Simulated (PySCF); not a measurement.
C2H8ClNOSi, SMILES CN(C)[SiH](O)Cl.

Geometry optimised at B3LYP-D3(BJ)/def2-SVP. One conformer was computed; it need not be the lowest.

These are TDDFT-ωB97X/def2-SVPD run with PySCF 2.14.0 values and carry that method's errors.

Vertical excitations. The molecule is in vacuum.

Computed lowest excited states:
```csv
state,energy (eV),λ (nm),f,main pairs
S1,6.66,186,0.008,"HOMO→LUMO 68 %, HOMO→LUMO+2 20 %"
S2,6.88,180,0.005,HOMO→LUMO+1 75 %
S3,7.43,167,0.091,"HOMO→LUMO+2 63 %, HOMO→LUMO 18 %"
S4,7.91,157,0.066,"HOMO→LUMO+4 54 %, HOMO→LUMO+3 17 %"
S5,8.31,149,0.038,"HOMO→LUMO+3 41 %, HOMO→LUMO+5 36 %, HOMO→LUMO+8 9 %"
S6,8.58,145,0.003,"HOMO→LUMO+6 38 %, HOMO→LUMO+5 13 %, HOMO→LUMO+8 12 %, HOMO→LUMO+4 6 %"
S7,8.63,144,0.009,"HOMO→LUMO+9 20 %, HOMO→LUMO+7 20 %, HOMO→LUMO+5 16 %, HOMO→LUMO+3 16 %"
S8,8.68,143,0.021,"HOMO−2→LUMO 41 %, HOMO−3→LUMO 23 %, HOMO−2→LUMO+2 8 %"
S9,8.80,141,0.080,"HOMO−1→LUMO+1 41 %, HOMO−1→LUMO+2 30 %, HOMO−1→LUMO+5 6 %"
S10,8.92,139,0.032,"HOMO−2→LUMO+1 40 %, HOMO−2→LUMO+2 25 %, HOMO−2→LUMO+5 8 %"
T1,6.62,187,0,"HOMO→LUMO 62 %, HOMO→LUMO+2 14 %"
T2,6.71,185,0,"HOMO→LUMO+1 55 %, HOMO→LUMO+4 22 %"
T3,7.09,175,0,"HOMO→LUMO+2 56 %, HOMO→LUMO 15 %"
T4,7.48,166,0,"HOMO→LUMO+4 37 %, HOMO→LUMO+1 12 %, HOMO→LUMO+6 11 %, HOMO→LUMO+2 8 %"
```
Triplets are in the Tamm–Dancoff approximation, which puts them higher than full response would, so one can lie above its singlet here.
